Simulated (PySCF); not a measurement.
B(H)(F)(OH), SMILES OBF (H2BFO) (PBE0/def2-SVP optimised geometry):

```
5

B     -0.525    -0.083     0.000
H     -1.194    -1.091     0.000
F     -1.134     1.091     0.000
O      0.819    -0.083     0.000
H      1.194    -0.968     0.000
```

Method: PBE0/def2-TZVP (PySCF).

What are the frontier orbital energies and the dipole moment?

HOMO-2 -11.93 eV, HOMO-1 -10.59 eV, HOMO -9.87 eV, LUMO 0.36 eV, LUMO+1 0.77 eV; dipole moment 2.46 D.

On the same geometry PBE/def2-TZVP in PySCF gives HOMO-2 -9.88 eV, HOMO-1 -8.84 eV, HOMO -8.19 eV, LUMO -0.65 eV, LUMO+1 -0.09 eV; dipole moment 2.34 D.

Meta-Löwdin charges at PBE0/def2-TZVP: B1 0.45, H2 -0.02, F3 -0.30, O4 -0.50, H5 0.37.
